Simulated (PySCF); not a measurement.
SMILES BC[SiH2]B (CH₈B₂Si) (GFN2-xTB optimised geometry):

```
12

B      1.500     0.381    -0.956
C      1.179    -0.774     0.000
Si    -0.776    -0.774     0.000
B     -1.252     1.115     0.000
H      1.556     1.480    -0.545
H      1.628     0.196    -2.107
H      1.469    -0.615     1.036
H      1.504    -1.766    -0.301
H     -1.125    -1.614     1.165
H     -1.189    -1.599    -1.154
H     -1.199     1.766     0.971
H     -1.556     1.668    -0.985
```

Calculation: PBE/def2-TZVP in PySCF.

**Question.** What are the frontier orbital energies and the dipole moment?

**Answer.** HOMO-2 -7.78 eV, HOMO-1 -7.60 eV, HOMO -7.33 eV, LUMO -3.62 eV, LUMO+1 -2.09 eV; dipole moment 0.85 D.

Meta-Löwdin charges at PBE/def2-TZVP: B1 -0.06, C2 -0.47, Si3 0.48, B4 -0.22, H5 0.02, H6 0.02, H7 0.14, H8 0.14, H9 -0.07, H10 -0.08, H11 0.05, H12 0.05.
